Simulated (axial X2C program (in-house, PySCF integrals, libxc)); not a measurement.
## Low determinants of MgV at the PBE0 level, with spin–orbit coupling

Calculated with an axial X2C code built on PySCF integrals. Two-component (2c) means X2C with spin–orbit coupling and atomic mean-field two-electron Coulomb and Gaunt terms. Basis: V dyall-cv3z [10s10p6d4f2g], Mg dyall-cv3z [9s8p6d3f] (cores contracted in-house); Gaussian nuclei, density fitting, unrestricted open shells. Masses: V 50.944 u, Mg 23.985 u.

Search at 3.023 Å (vertical energies from the lowest determinant):

```
ΔE (eV)    state  electrons beyond evenly filled partner blocks  electrons in ±ω = 1/2, 3/2, 5/2, 7/2
   0.00  Ω = 5/2                                        ω = 5/2                              26 8 1 0
   0.03  Ω = 1/2                                        ω = 1/2                              27 8 0 0
   0.04  Ω = 3/2                     ω = 1/2, ω = -3/2, ω = 5/2                              27 7 1 0
   0.06  Ω = 7/2                           2 × ω = 1/2, ω = 5/2                              26 8 1 0
   0.07  Ω = 9/2                      ω = 1/2, ω = 3/2, ω = 5/2                              27 7 1 0
   0.55  Ω = 7/2                     ω = -1/2, ω = 3/2, ω = 5/2                              27 7 1 0
   0.66  Ω = 3/2                          2 × ω = -1/2, ω = 5/2                              26 8 1 0
```

Lowest determinant, Ω = 5/2 (⟨Sz⟩ = 2.50, ⟨Lz⟩ = 0.00 at PBE0): Re = 3.014 Å, ωe = 149.3 cm⁻¹.

The determinant in row 2 of the search, Ω = 1/2 (⟨Sz⟩ = 2.50, ⟨Lz⟩ = -2.00 at PBE0), was followed along the bond at PBE0; measured from the minimum of the lowest determinant it gives:

Te = 0.016 eV (128 cm⁻¹), Re = 2.876 Å, ωe = 172.4 cm⁻¹.

(1) Compare the bond of the determinant in row 2 with that of the lowest one.

The search compares states at one distance, so a state with another bond length can lie lower; it is not exhaustive and yields mostly the lowest determinant of each block pattern, so other components and higher states of one pattern are missing. These are energies of single determinants, not of spin-adapted states; PBE0 term energies can be off by some tenths of an eV, and the functional has no current term. The lowest determinant need not be the ground state where others lie within half an eV.

## Answers

(1) At PBE0 its Re is 0.138 Å shorter and its force constant, which goes as ωe², is 1.33 times that of the lowest determinant. T0 ≈ Te + Δωe/2 = 128 + (12) = 140 cm⁻¹.
